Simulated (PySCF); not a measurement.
Working out the ionisation energy of Br+

Br+ [Ar] 3d10 4s2 4p4 (3P) → Br(2+) [Ar] 3d10 4s2 4p3 (4S). Calculation: PySCF 2.14, in x2c-TZVPPall; scalar relativity by spin-free X2C-1e. Frozen: [Ne]. Energies in hartree (1 hartree = 27.21139 eV):

```json
{"part": "UHF", "Br+ (lower)": "-2604.020861", "Br(2+) (upper)": "-2603.276631"}
{"part": "CCSD correlation", "Br+ (lower)": "-0.290799", "Br(2+) (upper)": "-0.260054"}
{"part": "(T)", "Br+ (lower)": "-0.007155", "Br(2+) (upper)": "-0.006073"}
```

Problem. What does Hartree-Fock give?

Solution. (-2603.276631) − (-2604.020861) = 0.744230 hartree = 20.252 eV.

Problem. What do CCSD and CCSD(T) give?

Solution. The CCSD correlation energies differ by 0.030745 hartree = 0.837 eV and the triples by 0.001082 hartree = 0.029 eV, so CCSD gives 21.089 eV and CCSD(T) 21.118 eV.

Measured between the centres of the two terms (NIST): 21.409 eV, so CCSD(T) (valence and next inner shell) is off by -0.291 eV.

What remains against the reference includes basis incompleteness, the frozen core and higher excitations.
